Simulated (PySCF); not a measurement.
Fill in the blanks.

Compound: C4H5NOSi.
SMILES with atom numbers: `[CH2:1]=[CH:2][Si@H:3]([C:4]#[N:5])[CH:6]=[O:7]` (hydrogens: H8, H9 on C1; H10 on C2; H11 on Si3; H12 on C6)

Geometry (GFN2-xTB, Å), atoms numbered from 1 in this order:
```xyz
12
C4H5NOSi angstrom
C      2.2091    0.1707    0.3692
C      1.1606   -0.3120   -0.2834
Si    -0.5580    0.4442   -0.2775
C     -1.1035    0.8048    1.4752
N     -1.4187    1.0273    2.5538
C     -1.8097   -0.8587   -0.9460
O     -1.4657   -1.8607   -1.5164
H      3.1772   -0.3040    0.3295
H      2.1474    1.0606    0.9752
H      1.2848   -1.2133   -0.8738
H     -0.7294    1.6949   -1.0239
H     -2.8928   -0.6544   -0.8080
```

```csv
property,level,value
point group of the GFN2-xTB geometry,GFN2-xTB,C1
"rotational constants A, B, C of the GFN2-xTB geometry",GFN2-xTB,?
dipole moment,PBE0/def2-SVPD,2.84 D
HOMO energy,PBE0/def2-SVPD,?
LUMO energy,PBE0/def2-SVPD,?
lowest singlet excitation,TDDFT PBE0/def2-SVPD,?
strongest line among the 8 lowest singlet transitions,TDDFT PBE0/def2-SVPD,?
lowest triplet excitation (Tamm–Dancoff),TDA PBE0/def2-SVPD,?
static isotropic polarisability,PBE0/def2-SVPD,?
electronic spatial extent ⟨r²⟩ about the centre of nuclear charge,PBE0/def2-SVPD,1031 bohr²
```

The electronic properties come from PySCF, for the isolated species, density fitting.

Task: What is the LUMO energy?

Result: -2.28 eV.

Task: Give the lowest singlet excitation.

Result: 3.22 eV (385 nm, f = 0.001).

Task: The rotational constants A, B, C of the GFN2-xTB geometry?

Result: 2.290, 1.825, 1.120 GHz.

Task: The HOMO energy?

Result: -7.65 eV.

Task: The lowest triplet excitation (Tamm–Dancoff)?

Result: 2.49 eV.

Task: Give the static isotropic polarisability.

Result: 79.0 au.

Task: What is the strongest line among the 8 lowest singlet transitions?

Result: S5 at 6.03 eV (205 nm, f = 0.041).

The rotational constants make it an asymmetric top with κ = (2B − A − C)/(A − C) = 0.20, nearer the oblate limit (+1). The polarisability is 11.70 Å³ as a volume (1 au = 0.148185 Å³), or 1.36 au for each of the 58 electrons. In wavenumbers S1 is 26000 cm⁻¹ (1 eV = 8065.54 cm⁻¹). The vertical singlet–triplet gap S1 − T1 is 0.73 eV (TDDFT singlet less Tamm–Dancoff triplet; S1: HOMO→LUMO, weight 0.95; T1: HOMO→LUMO, weight 0.94).

For the TDDFT job (PBE0/def2-SVPD), the run took 80 s (with the writing of density and orbital grids) on Intel Xeon at 2.50 GHz, one thread, no GPU, on a shared host, and the process peaked at 0.74 GiB of memory.

One conformer stands for the species.
